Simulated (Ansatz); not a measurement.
Born–Oppenheimer molecular dynamics of a periodic cell of 33 atoms, Al32O (host Al, host structure fcc, interstitial O). It starts from a relaxed structure.

All numbers below come from Ansatz, DFT PBE-D3(BJ), scalar-relativistic, plane waves, PAW. Settings: accuracy low, cutoff 420 eV, k mesh 2x2x2, fermi-dirac smearing 0.15 eV, no spin polarisation.

| Quantity | Value |
| --- | --- |
| ensemble | NVE (velocity Verlet) |
| time step | 1 fs |
| steps asked | 240 |
| starting velocities drawn for | 1800 K |
| seed | 449970 |

Frames 10 fs apart, positions in Å, forces in eV/Å.

Velocities at 180 fs (Å/ps):

```
Al -1.34 -4.57 2.20
Al 9.11 2.67 7.42
Al 0.35 8.06 -3.09
Al -8.71 3.62 -3.05
Al -4.49 -10.25 6.43
Al -3.84 -4.50 6.11
Al 4.41 -4.54 0.02
Al -2.20 -0.61 -0.12
Al 7.13 4.76 -1.72
Al -6.36 3.43 -8.61
Al 9.27 -0.24 6.57
Al -5.46 -2.97 -5.44
Al -2.16 8.89 3.37
Al 7.28 7.84 -4.30
Al 2.65 -2.96 -0.92
Al 0.84 -0.61 -3.50
Al 2.04 8.18 -1.34
Al 0.55 -6.22 -1.61
Al 2.59 7.16 4.72
Al -1.42 -1.74 -3.77
Al -5.16 -1.52 11.91
Al 7.17 -0.19 -3.57
Al 1.30 3.02 -2.07
Al -1.19 -3.47 -10.61
Al 1.14 -2.41 0.64
Al -3.27 -11.02 6.31
Al -7.38 -1.40 -0.14
Al -2.37 -3.29 -5.95
Al 5.25 -3.24 0.54
Al -3.36 4.78 -6.93
Al -3.43 -1.87 7.32
Al 1.98 4.09 4.25
O -1.52 1.87 -1.76
```

```xyz
33
Lattice="8.1000 0.0000 0.0000 0.0000 8.1000 0.0000 0.0000 0.0000 8.1000" Properties=species:S:1:pos:R:3:forces:R:3 time_fs=180 energy_less_start_eV=4.093 T=811
Al 3.993 0.139 0.055 0.94 -0.58 -0.14
Al 5.956 1.970 0.275 0.79 -0.17 -0.45
Al 6.311 -0.213 2.096 -1.15 0.79 -0.24
Al -0.017 -0.256 0.223 0.21 0.63 -1.08
Al 1.928 1.948 0.034 -0.57 0.50 -0.18
Al 3.691 3.964 -0.028 0.43 0.61 -0.07
Al 5.689 5.991 -0.030 -0.01 0.30 0.89
Al 2.289 -0.024 1.888 -0.77 -0.11 0.80
Al 4.034 2.275 1.986 0.20 -1.52 -0.82
Al 6.069 4.039 1.938 -0.19 0.36 -0.05
Al 4.251 -0.003 4.323 -0.22 0.21 -0.96
Al 5.948 1.966 4.206 0.14 0.71 -0.38
Al 6.104 -0.175 6.326 0.21 0.49 -0.11
Al -0.127 4.207 0.134 0.22 -0.36 -0.40
Al 2.054 6.069 -0.333 0.44 -0.10 0.78
Al 0.181 1.896 2.096 -0.69 0.00 -0.74
Al 1.816 3.943 2.016 0.64 0.40 -0.64
Al 3.948 6.064 2.264 1.47 0.29 -1.66
Al -0.093 0.444 4.200 0.85 -1.02 0.56
Al 2.294 2.015 3.795 -0.43 -0.36 0.96
Al 4.201 3.948 3.752 -0.11 0.66 1.74
Al 6.259 6.234 4.018 -0.03 -0.83 0.42
Al 2.251 0.276 6.125 -0.41 -0.37 -0.21
Al 4.216 2.162 6.187 -0.39 -0.35 -0.24
Al 5.842 4.201 6.217 1.06 -0.89 -0.48
Al 0.146 6.029 2.042 -0.03 0.04 0.11
Al -0.206 3.953 3.796 0.31 0.13 1.28
Al 2.131 5.908 3.881 -1.11 0.58 1.01
Al -0.313 2.397 6.321 0.43 -0.78 -0.40
Al 1.982 3.849 5.743 0.01 0.27 0.43
Al 4.132 5.863 5.691 -0.91 0.70 0.66
Al 0.100 5.966 6.005 -0.30 0.26 -0.31
O 1.248 7.342 4.944 -1.03 -0.46 -0.09
33
Lattice="8.1000 0.0000 0.0000 0.0000 8.1000 0.0000 0.0000 0.0000 8.1000" Properties=species:S:1:pos:R:3:forces:R:3 time_fs=190 energy_less_start_eV=3.804 T=881
Al 3.997 0.084 0.074 0.92 -0.27 -0.14
Al 6.059 1.992 0.338 0.44 -0.35 -1.03
Al 6.294 -0.121 2.064 -1.04 0.20 0.34
Al -0.098 -0.213 0.176 0.62 0.01 -0.67
Al 1.875 1.857 0.093 -0.04 0.83 -0.52
Al 3.661 3.929 0.028 0.54 0.41 -0.77
Al 5.733 5.953 -0.015 -0.01 0.61 0.52
Al 2.255 -0.034 1.901 -0.54 -0.42 0.77
Al 4.105 2.295 1.958 -0.38 -1.51 -0.04
Al 6.004 4.081 1.855 0.12 0.49 0.50
Al 4.337 -0.005 4.370 -0.71 -0.45 -1.12
Al 5.899 1.951 4.144 0.71 0.89 -0.48
Al 6.087 -0.079 6.358 0.26 0.12 -0.08
Al -0.052 4.277 0.084 -0.02 -0.68 -0.36
Al 2.087 6.040 -0.328 0.27 0.22 0.80
Al 0.177 1.892 2.050 -0.66 0.29 -0.20
Al 1.847 4.027 1.992 0.49 -0.48 -0.43
Al 3.979 6.007 2.220 1.12 0.41 -1.16
Al -0.053 0.498 4.256 0.41 -0.77 0.13
Al 2.273 1.992 3.773 -0.21 -0.13 0.64
Al 4.149 3.944 3.897 0.18 0.48 0.72
Al 6.327 6.219 3.991 -0.59 -0.47 0.55
Al 2.256 0.298 6.099 -0.49 -0.62 -0.24
Al 4.197 2.124 6.082 -0.42 0.11 0.55
Al 5.872 4.162 6.215 0.78 -0.67 -0.45
Al 0.111 5.926 2.102 -0.39 1.04 -0.63
Al -0.275 3.939 3.817 0.38 -0.21 1.08
Al 2.089 5.888 3.841 -0.61 0.94 1.10
Al -0.254 2.352 6.319 0.27 -0.57 -0.28
Al 1.950 3.900 5.683 0.03 0.01 0.67
Al 4.084 5.857 5.774 -0.46 0.74 0.49
Al 0.114 6.012 6.040 -0.44 0.34 -0.46
O 1.206 7.346 4.926 -0.52 -0.55 0.21
33
Lattice="8.1000 0.0000 0.0000 0.0000 8.1000 0.0000 0.0000 0.0000 8.1000" Properties=species:S:1:pos:R:3:forces:R:3 time_fs=200 energy_less_start_eV=3.826 T=875
Al 4.032 0.020 0.089 0.49 0.03 -0.01
Al 6.178 2.003 0.364 -0.05 -0.10 -1.37
Al 6.241 -0.023 2.044 -0.77 -0.41 0.66
Al -0.157 -0.169 0.105 0.84 -0.38 -0.14
Al 1.822 1.794 0.134 0.60 0.93 -0.82
Al 3.651 3.908 0.057 0.66 0.12 -1.20
Al 5.777 5.936 0.017 0.14 0.87 -0.21
Al 2.201 -0.058 1.941 -0.21 -0.57 0.43
Al 4.163 2.261 1.928 -0.75 -1.29 0.47
Al 5.943 4.139 1.788 0.54 -0.02 0.96
Al 4.398 -0.023 4.378 -0.91 -0.85 -1.11
Al 5.874 1.966 4.065 0.94 0.79 -0.41
Al 6.079 0.021 6.387 0.16 -0.13 -0.27
Al 0.023 4.323 0.022 -0.24 -0.87 -0.19
Al 2.130 6.018 -0.295 -0.04 0.52 0.74
Al 0.150 1.898 1.998 -0.49 0.49 0.57
Al 1.895 4.095 1.953 0.25 -0.95 -0.07
Al 4.049 5.966 2.136 0.25 0.57 -0.26
Al 0.000 0.525 4.315 -0.41 -0.25 -0.54
Al 2.245 1.965 3.774 0.02 0.24 0.31
Al 4.104 3.957 4.067 0.35 0.40 -0.53
Al 6.374 6.187 3.983 -1.10 -0.07 0.59
Al 2.244 0.298 6.067 -0.38 -0.69 -0.01
Al 4.163 2.089 5.995 -0.33 0.31 1.05
Al 5.928 4.099 6.197 0.33 -0.18 -0.25
Al 0.062 5.858 2.141 -0.46 1.32 -1.14
Al -0.329 3.919 3.875 0.53 -0.39 0.74
Al 2.026 5.901 3.839 0.16 0.94 0.67
Al -0.185 2.287 6.308 0.22 -0.29 -0.12
Al 1.917 3.952 5.647 -0.10 -0.21 0.89
Al 4.019 5.878 5.876 0.13 0.61 0.37
Al 0.112 6.070 6.061 -0.57 0.20 -0.28
O 1.133 7.316 4.921 0.19 -0.71 0.47
33
Lattice="8.1000 0.0000 0.0000 0.0000 8.1000 0.0000 0.0000 0.0000 8.1000" Properties=species:S:1:pos:R:3:forces:R:3 time_fs=210 energy_less_start_eV=4.080 T=814
Al 4.085 -0.043 0.103 -0.03 0.32 0.06
Al 6.293 2.011 0.342 -0.75 0.37 -1.43
Al 6.161 0.062 2.046 -0.33 -0.86 0.59
Al -0.186 -0.137 0.029 1.00 -0.58 0.50
Al 1.789 1.765 0.147 1.02 0.81 -0.78
Al 3.663 3.892 0.044 0.79 -0.20 -1.24
Al 5.826 5.951 0.041 0.43 0.94 -0.92
Al 2.139 -0.102 1.996 0.02 -0.40 -0.05
Al 4.196 2.182 1.913 -0.83 -0.85 0.33
Al 5.902 4.194 1.756 0.89 -1.05 1.19
Al 4.427 -0.069 4.347 -0.82 -0.67 -0.91
Al 5.881 2.009 3.973 0.59 0.44 0.00
Al 6.076 0.117 6.405 -0.10 -0.27 -0.68
Al 0.089 4.338 -0.047 -0.36 -0.94 0.04
Al 2.171 6.015 -0.235 -0.44 0.72 0.72
Al 0.106 1.921 1.966 -0.07 0.53 1.15
Al 1.952 4.131 1.912 -0.08 -0.92 0.35
Al 4.127 5.945 2.042 -0.68 0.88 0.52
Al 0.039 0.543 4.355 -0.92 -0.15 -1.08
Al 2.218 1.946 3.786 0.19 0.53 0.09
Al 4.070 3.985 4.220 0.47 0.49 -1.38
Al 6.382 6.153 3.996 -1.34 0.13 0.54
Al 2.219 0.274 6.034 -0.09 -0.61 0.34
Al 4.118 2.064 5.945 -0.09 0.18 1.17
Al 5.997 4.030 6.171 -0.04 0.19 0.07
Al -0.002 5.836 2.140 -0.16 1.06 -1.24
Al -0.363 3.885 3.960 0.77 -0.20 0.26
Al 1.968 5.946 3.861 0.68 0.43 0.06
Al -0.108 2.211 6.293 0.19 0.07 0.09
Al 1.881 3.996 5.642 -0.20 -0.35 1.01
Al 3.959 5.920 5.990 0.64 0.44 0.08
Al 0.089 6.134 6.072 -0.86 -0.29 0.27
O 1.070 7.247 4.941 0.54 -0.19 0.28
33
Lattice="8.1000 0.0000 0.0000 0.0000 8.1000 0.0000 0.0000 0.0000 8.1000" Properties=species:S:1:pos:R:3:forces:R:3 time_fs=220 energy_less_start_eV=4.114 T=806
Al 4.137 -0.095 0.119 -0.42 0.62 -0.03
Al 6.383 2.032 0.270 -1.22 0.58 -1.09
Al 6.069 0.116 2.068 0.33 -1.05 0.19
Al -0.179 -0.125 -0.029 1.02 -0.50 1.01
Al 1.792 1.764 0.133 1.03 0.61 -0.35
Al 3.704 3.869 -0.012 0.79 -0.30 -0.91
Al 5.891 5.997 0.034 0.65 0.53 -1.03
Al 2.078 -0.159 2.049 0.10 0.04 -0.48
Al 4.199 2.074 1.909 -0.90 -0.23 -0.04
Al 5.891 4.213 1.765 0.91 -1.59 1.01
Al 4.427 -0.139 4.284 -0.81 -0.16 -0.51
Al 5.909 2.067 3.881 -0.02 0.08 0.47
Al 6.069 0.203 6.398 -0.28 -0.39 -1.02
Al 0.143 4.320 -0.115 -0.39 -0.87 0.29
Al 2.196 6.037 -0.149 -0.77 0.67 0.68
Al 0.060 1.962 1.973 0.34 0.43 1.12
Al 2.006 4.134 1.882 -0.30 -0.75 0.58
Al 4.182 5.955 1.966 -1.16 0.94 0.90
Al 0.046 0.553 4.358 -0.97 -0.58 -1.30
Al 2.197 1.946 3.801 0.28 0.62 -0.01
Al 4.053 4.030 4.325 0.46 0.51 -1.58
Al 6.344 6.122 4.028 -1.12 0.04 0.34
Al 2.191 0.228 6.013 0.20 -0.45 0.58
Al 4.070 2.045 5.936 0.14 0.01 0.94
Al 6.064 3.967 6.147 -0.37 0.34 0.38
Al -0.071 5.851 2.096 0.18 0.75 -0.90
Al -0.371 3.845 4.053 1.06 0.26 -0.26
Al 1.934 6.005 3.884 0.97 -0.44 -0.51
Al -0.024 2.138 6.280 0.14 0.38 0.22
Al 1.839 4.028 5.673 -0.03 -0.36 0.92
Al 3.921 5.978 6.107 0.94 0.24 -0.31
Al 0.034 6.187 6.093 -1.21 -0.87 0.78
O 1.037 7.170 4.978 0.42 0.88 -0.08
33
Lattice="8.1000 0.0000 0.0000 0.0000 8.1000 0.0000 0.0000 0.0000 8.1000" Properties=species:S:1:pos:R:3:forces:R:3 time_fs=230 energy_less_start_eV=3.646 T=919
Al 4.176 -0.124 0.134 -0.57 0.86 -0.26
Al 6.431 2.073 0.161 -1.17 0.44 -0.29
Al 5.990 0.134 2.097 1.09 -1.08 -0.23
Al -0.138 -0.131 -0.052 0.78 -0.06 1.24
Al 1.831 1.785 0.106 0.82 0.40 0.14
Al 3.772 3.837 -0.099 0.61 -0.06 -0.33
Al 5.977 6.061 -0.007 0.42 -0.13 -0.51
Al 2.020 -0.214 2.085 0.08 0.63 -0.74
Al 4.170 1.957 1.904 -0.97 0.42 -0.23
Al 5.912 4.179 1.809 0.49 -1.15 0.55
Al 4.397 -0.214 4.203 -1.00 0.34 -0.04
Al 5.936 2.128 3.805 -0.56 -0.14 0.76
Al 6.054 0.276 6.357 -0.18 -0.55 -1.03
Al 0.183 4.272 -0.172 -0.37 -0.69 0.65
Al 2.195 6.081 -0.040 -0.86 0.34 0.35
Al 0.025 2.018 2.018 0.43 0.28 0.41
Al 2.051 4.109 1.873 -0.29 -0.62 0.52
Al 4.198 5.997 1.920 -0.84 0.40 0.84
Al 0.019 0.543 4.316 -0.79 -0.86 -1.12
Al 2.186 1.967 3.817 0.27 0.53 0.02
Al 4.052 4.093 4.375 0.31 0.33 -1.29
Al 6.267 6.092 4.072 -0.56 -0.20 0.07
Al 2.170 0.167 6.012 0.37 -0.22 0.64
Al 4.026 2.027 5.960 0.23 0.01 0.47
Al 6.118 3.915 6.136 -0.67 0.35 0.51
Al -0.135 5.894 2.021 0.39 0.53 -0.32
Al -0.341 3.814 4.138 1.19 0.67 -0.66
Al 1.933 6.049 3.892 0.86 -1.02 -0.50
Al 0.065 2.077 6.275 0.01 0.39 0.07
Al 1.797 4.048 5.736 0.45 -0.18 0.60
Al 3.916 6.044 6.213 0.94 0.01 -0.59
Al -0.061 6.211 6.139 -0.79 -0.81 0.26
O 1.026 7.140 5.012 -0.16 0.83 0.04
```

Of the whole run (240 fs, mean temperature of the second half 883 K): The conserved energy stayed within 0.11 meV per atom of its start (net change 0.044 meV per atom), so the integration is sound. Over the second half the temperature averaged 0.49 of the 1800 K drawn at the start: a run that starts near a minimum puts about half its kinetic energy into the potential. A run of 0.24 ps of so small a system gives no equilibrium averages. Limits of this set-up: coarse k mesh, a small cell, in which the defect meets its images, a typed lattice constant that wasn't relaxed here, low accuracy level.

The run took 15 min on 2 threads of Intel(R) Xeon(R) Platinum 8488C (Sapphire Rapids) (shared host), peak memory 1.3 GiB.
